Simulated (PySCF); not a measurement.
Bond length, frequency and bond energy of HI by level of theory

State: ¹Σ⁺ (singlet), closed shell. Set-up: H x2c-SVPall, I x2c-SVPall; spin-free X2C with a Gaussian nucleus (PySCF 2.14). De refers to H + I in their high-spin ground configurations, without counterpoise correction. A positive dipole means H(−)I(+).

| Level | Re (Å) | ωe (cm⁻¹) | De (eV) | μ (D) | CPU s a point (SCF and correlation, without the integrals) |
| --- | --- | --- | --- | --- | --- |
| RHF | 1.600 | 2461 | 2.26 | -0.65 | 0.023 |
| RHF-MP2 | 1.602 | 2406 | 3.11 | n/a | 0.036 |
| RHF-SCS-MP2 | 1.606 | 2387 | 3.13 | n/a | n/a |
| RHF-CCSD | 1.609 | 2346 | 3.17 | n/a | n/a |
| RHF-CCSD(T) | 1.610 | 2334 | 3.20 | n/a | 0.17 |
| PBE | 1.628 | 2263 | 3.40 | -0.57 | 0.41 |
| BP86 | 1.630 | 2252 | 3.52 | -0.59 | 0.32 |
| r²SCAN | 1.616 | 2332 | 3.37 | -0.66 | 0.57 |
| r²SCANh | 1.612 | 2355 | 3.35 | -0.67 | 0.59 |
| PBE0 | 1.613 | 2351 | 3.33 | -0.63 | 0.74 |
| B2PLYP | 1.612 | 2347 | 3.28 | -0.60 | 0.36 |

Measured (Huber and Herzberg, Constants of Diatomic Molecules (1979)): Re = 1.60916 Å, ωe = 2309.014 cm⁻¹.

The bond length runs from 1.600 Å (RHF) to 1.630 Å (BP86). De spans 2.26 eV (RHF, mean field) to 3.52 eV (BP86, GGA). Correlation at CCSD(T) changes the Hartree–Fock bond energy by +0.94 eV; the triples alone change it by +0.03 eV.

Correlated steps freeze 18 core orbitals. Correlated levels converge slowly with the basis: in double zeta they bind strong bonds too weakly, by up to about 1 eV, and carry superposition errors of some tenths. Spin–orbit coupling is left out, which matters for elements this heavy, above all for dissociation energies. Where the molecule has an RHF reference, its open-shell atoms are computed with UHF. B2PLYP dipoles, levels and charges come from its SCF part alone.

The whole job (state search and all levels along the bond) took about 0.95 min on 1 thread of Arm Neoverse V2 (shared host), peak memory 0.45 GiB.
